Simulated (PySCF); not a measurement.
1-chlorocyclobutene (C4H5Cl), SMILES ClC1=CCC1.

The structure is a stationary point at PBE-D3(BJ)/def2-SVP.

Two levels are set side by side: TDDFT-PBE/def2-SVPD (PySCF) and TDDFT-CAM-B3LYP/def2-SVPD (PySCF). Vertical, same geometry. The lowest singlet is HOMO→LUMO+1 73 %, HOMO→LUMO+2 27 % with PBE and HOMO→LUMO 97 % with the other functional; states are paired by order. Differences are taken from unrounded values.

```json
[
 {"quantity": "lowest singlet excitation (eV)", "TDDFT-CAM-B3LYP": "6.57", "TDDFT-PBE": "6.10", "TDDFT-PBE minus TDDFT-CAM-B3LYP": "-0.46"},
 {"quantity": "lowest triplet excitation (TDA) (eV)", "TDDFT-CAM-B3LYP": "3.96", "TDDFT-PBE": "4.04", "TDDFT-PBE minus TDDFT-CAM-B3LYP": "0.09"},
 {"quantity": "first bright state (f over 0.05) (eV)", "TDDFT-CAM-B3LYP": "6.57", "TDDFT-PBE": "6.19", "TDDFT-PBE minus TDDFT-CAM-B3LYP": "-0.38"},
 {"quantity": "its oscillator strength", "TDDFT-CAM-B3LYP": "0.25", "TDDFT-PBE": "0.19", "TDDFT-PBE minus TDDFT-CAM-B3LYP": "-0.06"}
]
```

Functionals without exact exchange tend to place singlet excitations lower, as here. Differences between two approximate levels are no errors against the true value.

Rough cost on one machine, each run with all the roots and properties that it gave: TDDFT-CAM-B3LYP against TDDFT-PBE about 7 times.
